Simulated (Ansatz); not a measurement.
C$_{2}$H$_{6}$GeS, SMILES `C[CH]1[S][GeH2]1`, relaxed with RKS PBE0-D4/def2-TZVP in the Gaussian-basis code of Ansatz from a PBE-D4/def2-SVP geometry. The force threshold is 0.005 eV/Å; the program also tests the step.

Total charge 0; spin multiplicity 1.

Start:

```xyz
10

C     0.578    1.166    0.553
C     0.148    0.229   -0.556
S     1.233   -1.287   -0.837
Ge   -0.898   -1.382   -0.200
H     1.517    1.695    0.283
H    -0.202    1.934    0.738
H     0.765    0.623    1.501
H    -0.088    0.732   -1.513
H    -1.906   -1.923   -1.236
H    -1.147   -1.787    1.268
```

```tsv
step	energy (eV)	largest force (eV/Å)	largest move (Å)
1	-69512.9446	0.630	0.000
2	-69512.9839	0.219	0.024
3	-69512.9880	0.060	0.012
4	-69512.9882	0.025	0.004
5	-69512.9883	0.006	0.006
6	-69512.9883	0.002	0.004
```

End:

```xyz
10

C     0.573    1.158    0.549
C     0.147    0.226   -0.552
S     1.212   -1.267   -0.828
Ge   -0.885   -1.370   -0.200
H     1.500    1.675    0.282
H    -0.195    1.916    0.730
H     0.753    0.620    1.481
H    -0.084    0.720   -1.493
H    -1.887   -1.904   -1.222
H    -1.135   -1.773    1.253
```

Hardware: 4 threads of an Arm Neoverse V1 on a shared host. Wall time 25 s, peak host memory 0.5 GiB.
